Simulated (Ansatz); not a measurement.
Basis sets compared for Sn(SMe)H3 (CH₆SSn). The state is a singlet with charge 0. Geometry r2SCAN-D4/def2-SVP. Ansatz on 4 threads of Intel Xeon Platinum 8259CL on a shared host; times are rough, and most runs start from earlier orbitals.

```xyz
9

Sn   -1.4382    0.7418   -0.1629
S     0.1022   -0.8616   -1.1315
C     1.4476   -0.7869    0.1097
H     1.8905    0.2183    0.1742
H     2.2233   -1.4865   -0.2331
H     1.1067   -1.1076    1.1055
H    -1.9416    0.1870    1.3815
H    -2.7526    0.8448   -1.2488
H    -0.6378    2.2507    0.0055
```

In the def2 sets Sn takes a core potential; there is no spin–orbit coupling.

Binding counts from free atoms (Sn triplet, S triplet, C triplet, H doublet) in the same basis, without a counterpoise term.

```
           level  functions  energy (Eh)  HOMO (eV)  LUMO (eV)  binding per atom (eV)  wall time
 PBE-D4/def2-SVP         88    -653.7981      -5.34      -1.11                   3.06     0.95 s
PBE0-D4/def2-SVP         88    -653.8559      -6.59      -0.27                   3.03      1.3 s
```

Problem. Estimate the rows for PBE-D4/def2-TZVP (with forces), PBE0-D4/def2-TZVP.

Solution. 
| level | functions | energy (Eh) | HOMO (eV) | LUMO (eV) | binding per atom (eV) | wall time |
| --- | --- | --- | --- | --- | --- | --- |
| PBE-D4/def2-TZVP (with forces) | 154 | -653.9954 | -5.51 | -1.36 | 3.07 | 1.9 s |
| PBE0-D4/def2-TZVP | 154 | -654.0489 | -6.70 | -0.54 | 3.04 | 1.8 s |
